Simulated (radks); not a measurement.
C3+, 3 electrons, occupied as [He] 2s1. All-electron calculation, scalar-relativistic Kohn-Sham, LDA (Slater exchange, Perdew-Wang correlation), spin-polarised, spherical densities, finite nucleus; open shells are filled with parallel spins first; Fermi nuclear charge, rms radius 2.4702 fm. Program: a radial shooting solver on a logarithmic mesh with Libxc functionals.

Unscreened Slater integrals over Kohn-Sham orbitals (hartree). They are taken over the spin-up orbitals.

\begin{tabular}{lr}
integral & value \\ \hline
F0(2s,2s) & 0.70777 \\
F0(2s,1s) & 0.98988 \\
G0(2s,1s) & 0.087321 \\
F0(1s,1s) & 3.4793 \\
\end{tabular}
